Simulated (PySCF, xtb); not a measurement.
B(F)2(iPr) (C3H7BF2), SMILES CC(C)B(F)F. Other conformers were not sampled.

Harmonic wavenumbers (cm⁻¹) from GFN2-xTB run with xtb 6.7.1 at its own minimum, in rising order: 20, 159, 184, 198, 258, 341, 404, 432, 575, 701, 942, 947, 996, 1035, 1139, 1164, 1231, 1267, 1285, 1309, 1406, 1420, 1493, 1498, 1503, 1507, 2889, 3031, 3034, 3038, 3044, 3049, 3050.

What does PBE-D3(BJ)/def2-SVP in PySCF give at its own minimum? (Estimate from the structure and the level; the computed values follow.)

21, 183, 198, 221, 275, 335, 422, 459, 630, 719, 891, 893, 950, 995, 1106, 1134, 1183, 1248, 1331, 1348, 1363, 1370, 1412, 1422, 1430, 1442, 2902, 2966, 2967, 3046, 3046, 3068, 3068. Paired by order, the mean absolute difference is 36 cm⁻¹ and the zero-point energies are 63.7 and 63.0 kcal/mol.
